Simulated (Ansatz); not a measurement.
Total energies of the cluster As2Se3⁻ from Ansatz at r2SCAN-D4/def2-TZVPD, gas phase (1 Eh = 27.2114 eV = 2625.5 kJ/mol). The reference geometry is relaxed at PBE-D4/def2-SVPD.

```
atom   x (Å)   y (Å)   z (Å)
 As1   1.114  -0.262   0.694
 As2  -1.165   0.542  -0.375
 Se3  -2.818  -0.410   0.883
 Se4   2.646   1.360   0.199
 Se5   0.223  -1.231  -1.401
```

```csv
state,geometry,energy (Eh)
charge -1 doublet,reference,-11676.57775
charge 0 triplet,reference,-11676.43945
charge -1 quartet,relaxed at PBE-D4/def2-SVPD,-11676.53201
```

(1) Work out the vertical ionisation energy to the triplet.

(2) Which of the charge -1 states is lowest, and how far above it are the others?

(1) E(charge 0 triplet) − E(charge -1 doublet) = -11676.43945 − (-11676.57775) = 0.13830 Eh = 3.76 eV. For comparison, −ε of the highest occupied level of the spin that leaves is 1.64 eV at this level, 2.12 eV less.

(2) The doublet. quartet: -11676.53201 − (-11676.57775) = 0.04574 Eh = 120.1 kJ/mol. The quartet differs in its bonds from the reference.

The structure comes from a short search, and lower isomers may exist.
